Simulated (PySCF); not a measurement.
B3LYP has the VWN-RPA correlation part, as in Gaussian. Delta-SCF ions had no search for a lower state. Excitations are Tamm–Dancoff values on a coarser integration grid. The basis has no diffuse functions, so Rydberg states are missing or too high.

**C$_{7}$H$_{8}$OS$_{2}$Si, SMILES `COc1csc2cc([SiH3])sc12` (C–O–C–C torsion 0°) (charge 0, multiplicity 1)**

The numbers are results of B3LYP-D3(BJ)/def2-TZVP // PBE0-D3(BJ)/def2-SVP (PySCF), not measurements.

- HOMO: -5.86 eV
- dipole moment: 2.00 D
- HOMO–LUMO gap: 4.62 eV
- LUMO: -1.24 eV
- S1 excitation (TDA): 4.38 eV
- S1 oscillator strength: 0.209
- brightest of the four lowest singlets (TDA): 4.96 eV
- T1 excitation (TDA): 3.09 eV
- S1–T1 gap (TDA): 1.29 eV
- vertical ionisation energy (Delta-SCF): 7.60 eV
- total energy: -1432.8942 Ha
- cost: around 29 core-minutes (rough)

```xyz
19

C     -3.7264    -0.2985     0.8996
O     -2.3350    -0.4183     1.0167
C     -1.5986     0.0653     0.0071
C     -2.0240     0.6746    -1.1506
S     -0.7147     1.1495    -2.1916
C      0.4470     0.5273    -1.0707
C      1.8633     0.4409    -1.0211
C      2.3033    -0.1684     0.1354
Si     4.0825    -0.4850     0.6054
S      0.9775    -0.6372     1.1657
C     -0.1743    -0.0168     0.0477
H     -4.1033    -0.8386     0.0128
H     -4.0344     0.7599     0.8288
H     -4.1638    -0.7408     1.8030
H     -3.0473     0.8763    -1.4593
H      2.5365     0.8079    -1.7969
H      4.3427    -1.9451     0.7860
H      4.9338     0.0431    -0.5011
H      4.4353     0.2042     1.8832
```
Charge 0, spin multiplicity 1.
